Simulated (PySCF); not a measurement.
## How methods differ on the excitation energy of Mg

Mg [Ne] 3s2 (1S) → Mg [Ne] 3s1 4s1 (3S), as a difference of total energies. All numbers are calculated (PySCF 2.14, the non-relativistic Hamiltonian (point nucleus), in aug-cc-pCVDZ). Correlated levels: valence: [Ne] frozen; valence and next inner shell: 1s2 frozen; nothing frozen. The calculations carry no spin-orbit coupling.

Question: Order these methods by the excitation energy they give, lowest first.
A. BHandHLYP
B. r2SCAN
C. BP86
D. SCS-MP2 (valence and next inner shell)

Answer: B (4.852 eV), D (4.971 eV), C (5.029 eV), A (5.121 eV).

Errors of the correlated levels include the incompleteness of this basis and the frozen core.

For comparison: 5.108 eV (measured; NIST levels).
